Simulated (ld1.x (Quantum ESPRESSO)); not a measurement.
Cutoff test, phosphorus, ultrasoft

ld1.x (Quantum ESPRESSO) 7.5 input, shortened:

```
&input
   title='P', zed=15., rel=0, dft='PBE', iswitch=3,
   config='[Ne] 3s2 3p1.5'
 /
 &inputp
   pseudotype=3, tm=.true., lloc=-2, rcloc=1.65,
   nlcc=.false.,
   which_augfun='PSQ', rmatch_augfun_nc=.true.
 /
4
3S  1  0   2.00   0.00  1.00  1.30  0.0
3S  1  0   0.00   2.75  1.00  1.30  0.0
3P  2  1   1.50   0.00  1.90  2.00  0.0
3P  2  1   0.00   3.25  1.90  2.00  0.0
 &test
   configts(1)='3s2 3p1.5'
 /
```

The pseudo-atom Hamiltonian at the reference potential is diagonalised in spherical Bessel functions j_l(qr) that vanish at 20 bohr, with q² up to the cutoff. All-electron valence levels (Ry): 3s -2.0867, 3p -1.4046.

**Question.** How do the lowest levels (Ry) of each channel move with the cutoff, and are there ghosts?

**Answer.**

```json
{"cutoff (Ry)": "8", "s #1": "-2.1484", "s #2": "-0.5999", "s #3": "-0.2440", "p #1": "-1.3820", "d #1": "-0.4880", "f #1": "-0.1558", "f #2": "-0.0597", "Σ f·Δε (mRy)": "157.2"}
{"cutoff (Ry)": "10", "s #1": "-2.1484", "s #2": "-0.6037", "s #3": "-0.2461", "p #1": "-1.3944", "d #1": "-0.4929", "f #1": "-0.1558", "f #2": "-0.0598", "Σ f·Δε (mRy)": "138.7"}
{"cutoff (Ry)": "15", "s #1": "-2.1750", "s #2": "-1.0985", "s #3": "-0.5205", "p #1": "-1.4036", "d #1": "-0.4964", "f #1": "-0.1559", "f #2": "-0.0598", "Σ f·Δε (mRy)": "178.1"}
{"cutoff (Ry)": "18", "s #1": "-3.3851", "s #2": "-2.0656", "s #3": "-0.5645", "p #1": "-1.4043", "d #1": "-0.4968", "f #1": "-0.1559", "f #2": "-0.0598", "Σ f·Δε (mRy)": "42.7"}
{"cutoff (Ry)": "25", "s #1": "-5.4510", "s #2": "-2.0858", "s #3": "-0.5674", "p #1": "-1.4046", "d #1": "-0.4969", "f #1": "-0.1559", "f #2": "-0.0598", "Σ f·Δε (mRy)": "1.9"}
{"cutoff (Ry)": "30", "s #1": "-6.2314", "s #2": "-2.0862", "s #3": "-0.5675", "p #1": "-1.4046", "d #1": "-0.4969", "f #1": "-0.1559", "f #2": "-0.0598", "Σ f·Δε (mRy)": "1.1"}
{"cutoff (Ry)": "40", "s #1": "-6.6845", "s #2": "-2.0865", "s #3": "-0.5676", "p #1": "-1.4046", "d #1": "-0.4969", "f #1": "-0.1559", "f #2": "-0.0598", "Σ f·Δε (mRy)": "0.6"}
{"cutoff (Ry)": "45", "s #1": "-6.6984", "s #2": "-2.0866", "s #3": "-0.5676", "p #1": "-1.4046", "d #1": "-0.4969", "f #1": "-0.1559", "f #2": "-0.0598", "Σ f·Δε (mRy)": "0.3"}
{"cutoff (Ry)": "400", "s #1": "-6.7813", "s #2": "-2.0867", "s #3": "-0.5676", "p #1": "-1.4046", "d #1": "-0.4969", "f #1": "-0.1559", "f #2": "-0.0598", "Σ f·Δε (mRy)": "0.0"}
```

Result: ghost state, extra bound levels that the all-electron valence spectrum of the same l lacks: s at -92.3 eV (a true bound ghost makes a file unfit for plane-wave use); 10 mRy is reached at 21 Ry and 1 mRy at 35 Ry.

Test run stopped at test 5 of 7 (negative rho).
